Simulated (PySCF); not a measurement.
## I²⁺ (iodine, charge +2) across methods

[Kr] 4d10 5s1 5p3 5d1, high-spin 6D determinant (an excited configuration). Computed with PySCF 2.14 in aug-cc-pVTZ-PP with ECP28MDF (6s5p4d2f, 55 functions), with a scalar-relativistic core potential. The B2PLYP total includes its PT2 part (frozen core); its orbital energies are those of the SCF part.

```tsv
method	E (hartree)	mean ε 5s α (eV)	mean ε 5p α (eV)	mean ε 5d α (eV)	Σ⟨r²⟩ (bohr²)	⟨S²⟩
BP86	-293.8922	-40.203	-28.156	-13.631	45.41	8.751
B2PLYP	-293.5151	-44.738	-30.931	-15.031	45.57	8.751
M06	-293.8250	-41.791	-29.224	-14.296	45.36	8.751
r2SCAN	-293.9110	-41.147	-28.703	-13.557	45.36	8.752
UHF	-292.92294	-48.899	-33.664	-16.654	45.66	8.752
wB97X	-293.7999	-45.055	-31.867	-16.323	45.19	8.751
PBE	-293.7605	-40.112	-28.085	-13.574	45.45	8.751
PBE0	-293.8000	-42.524	-29.647	-14.427	45.36	8.751
LDA	-293.3141	-40.333	-28.193	-13.494	45.59	8.751
```

Energies and moments cover only the electrons outside the core potential. The outer electron is Rydberg-like, and this basis confines it to a smaller radius and binds it less than a complete one would.
